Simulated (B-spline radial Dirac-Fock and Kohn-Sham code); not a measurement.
Elastic scattering of 589 eV positrons by the free sulfur atom

Method: relativistic (Dirac) partial waves in the static field of the Dirac-Fock atom, without polarisation or absorption potentials. Computed with a radial atomic solver.

Input of the calculation (task.json; shells as n, l, electrons):

```json
{"items": [{
  "Z": 16,
  "q": 0,
  "cfg": [[1, 0, 2], [2, 0, 2], [2, 1, 6], [3, 0, 2], [3, 1, 4]],
  "A": 32,
  "rrms": 3.2611,
  "do": "elastic",
  "energies": [[589.0, 1]],
  "theta": [0, 1, 2, 3, 5, 7, 10, 15, 20, 25, 30, 40, 50, 60, 70, 80, 90, 100, 110, 120, 130, 140, 150, 160, 170, 180]
}]}
```

Run with: `python xray2_run.py task.json out`

| θ (°) | dσ/dΩ (a₀²/sr) |
| --- | --- |
| 0 | 50.3 |
| 1 | 49.6 |
| 2 | 47.7 |
| 3 | 44.7 |
| 5 | 36.6 |
| 7 | 27.8 |
| 10 | 16.5 |
| 15 | 6.29 |
| 20 | 2.62 |
| 25 | 1.30 |
| 30 | 0.746 |
| 40 | 0.306 |
| 50 | 0.152 |
| 60 | 0.0864 |
| 70 | 0.0547 |
| 80 | 0.0376 |
| 90 | 0.0275 |
| 100 | 0.0212 |
| 110 | 0.0170 |
| 120 | 0.0142 |
| 130 | 0.0123 |
| 140 | 0.0109 |
| 150 | 0.00996 |
| 160 | 0.00934 |
| 170 | 0.00900 |
| 180 | 0.00888 |

The total elastic cross section is 6.14 a₀², the first transport cross section 0.519 a₀² and the second, weighted with (3/2) sin²θ, 1.07 a₀². The mean deflection is ⟨1 − cos θ⟩ = 0.0846, and 1.6 % of the collisions scatter beyond 90°.

Phase shifts modulo π (rad) for κ = −1 to −5: 0.652, 1.529, -1.123, -0.821, -0.618.
